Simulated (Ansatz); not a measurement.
Reaction (atomization): `O=CO[SiH2]F` → C• + F• + 3 H• + 2 O• + Si•

Isolated molecules relaxed with PBE0-D4/def2-TZVP in Ansatz; ΔE leaves out vibrations. CCSD(T)/CBS is the MP2 limit (def2-TZVPP, def2-QZVPP) plus CCSD(T) − MP2 in def2-TZVPP, frozen cores. This one scheme is used for every species, atoms too. Functionals use def2-TZVPP. No spin–orbit coupling; open shells (•) take unrestricted orbitals. Spin–orbit coupling would lower the free atoms: a little for C, F, O, Si. Each species was taken in one conformer, which may not be the lowest.

`O=CO[SiH2]F`:

Cartesian coordinates in Å:
```
O 0.748 -1.654 0.599
C -0.392 -1.302 0.638
O -0.839 -0.123 0.183
Si 0.218 1.016 -0.441
F 0.765 0.516 -1.843
H -1.217 -1.900 1.050
H 1.346 1.246 0.477
H -0.629 2.200 -0.664
```

CCSD(T)/CBS gives +3316.0 kJ/mol.

(1) Another level gave +3279.6 kJ/mol. Which?
A. SCS-MP2/def2-TZVPP
B. PBE/def2-TZVPP
C. r2SCAN-D4/def2-TZVPP
D. revPBE-D4/def2-TZVPP

Largest T1 diagnostic among the species: 0.015.

Answers

(1) D. revPBE-D4 3279.6, SCS-MP2/def2-TZVPP 3288.5, PBE 3368.4, r2SCAN-D4 3317.6 kJ/mol.

The D4 term adds +23.3 kJ/mol with B3LYP and +12.1 kJ/mol with PBE0; it sums over pairs of atoms, weighted by their polarisabilities, and B3LYP, whose exchange is more repulsive, gets the larger term. From PBE to PBE0 (25 % exact exchange), in def2-TZVPP and without D4, ΔE moves by −101.8 kJ/mol: exact exchange takes away binding that semilocal exchange gives to molecules.

B3LYP here is the variant with VWN-RPA as its local correlation; programs differ in this.

For atomizations the MP2-based limit and the directly extrapolated one differ by several kJ/mol either way, and by 10 to 25 for some Ge, Se and Sn compounds, so smaller differences from it don't rank the levels.
